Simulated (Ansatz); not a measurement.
A nudged elastic band was laid between two geometries of CH7FOSi2 (12 atoms, charge 0, multiplicity 1).

Computed with Ansatz 0.2.0, RKS PBE/def2-SVP.

```
movable images  : 5
climbing image  : yes
spring          : 5.0 eV/Å²
optimiser       : quadratic models (default)
start path      : through a guess of the saddle point
force threshold : 0.05 eV/Å
iteration limit : 60
end points      : relaxed
```

Initial state:

```xyz
12
Properties=species:S:1:pos:R:3
O -1.819 -0.137 2.019
C -1.354 0.162 0.708
Si 0.524 -0.205 0.509
Si 1.343 0.230 -1.658
F 1.045 1.813 -2.016
H -1.715 -1.098 2.152
H -1.937 -0.357 -0.093
H -1.518 1.249 0.544
H 0.738 -1.673 0.799
H 1.304 0.580 1.530
H 0.642 -0.615 -2.690
H 2.826 -0.005 -1.769
```

Final state:

```xyz
12
Properties=species:S:1:pos:R:3
O -1.886 -0.405 1.916
C -1.396 -0.039 0.631
Si 0.478 -0.426 0.436
Si 1.354 0.292 -1.631
F 1.008 1.899 -1.787
H -1.427 0.153 2.570
H -1.964 -0.637 -0.114
H -1.588 1.032 0.375
H 0.729 -1.903 0.600
H 1.207 0.288 1.549
H 0.716 -0.430 -2.789
H 2.847 0.122 -1.721
```

Q: Which bonds break or form, and what moves?

A: No bond is made or broken. The dihedral H6–O1–C2–Si3 goes from -64 to 64°.

Q: What energy profile does the band end with?

A: The run converged. The highest image is number 3 of 0 to 6, 8.6 kJ/mol above the first end and 9.1 kJ/mol above the last; the last end lies 0.5 kJ/mol below the first. A vibrational analysis at the climbing image gives one clearly imaginary mode, 374i cm⁻¹: a first-order saddle point.

| image | path coordinate (Å) | energy (kJ/mol) | dihedral H6–O1–C2–Si3 (°) |
| --- | --- | --- | --- |
| 0 | 0.00 | 0.0 | -64 |
| 1 | 0.33 | 0.6 | -58 |
| 2 | 0.67 | 4.6 | -33 |
| 3 | 1.00 | 8.6 | 1 |
| 4 | 1.35 | 3.9 | 36 |
| 5 | 1.71 | 0.1 | 60 |
| 6 | 2.06 | -0.5 | 64 |

Q: What is the geometry of the highest image?

A: 
```xyz
12
Properties=species:S:1:pos:R:3
O -1.997 -0.230 1.884
C -1.390 0.082 0.638
Si 0.479 -0.307 0.489
Si 1.326 0.261 -1.634
F 1.026 1.862 -1.894
H -1.326 -0.594 2.485
H -1.910 -0.463 -0.188
H -1.518 1.167 0.405
H 0.706 -1.783 0.727
H 1.228 0.436 1.568
H 0.643 -0.523 -2.722
H 2.811 0.037 -1.723
```

Q: What are the harmonic wavenumbers there?

A: 374i, 38, 66, 86, 164, 270, 395, 407, 474, 576, 654, 711, 747, 818, 838, 869, 896, 916, 1048, 1175, 1211, 1306, 1427, 2132, 2146, 2158, 2169, 2912, 2944, 3726 cm⁻¹.

Time of the run: 99 s on 2 threads of Arm Neoverse V1, with other jobs on the host, peak memory 0.15 GiB.
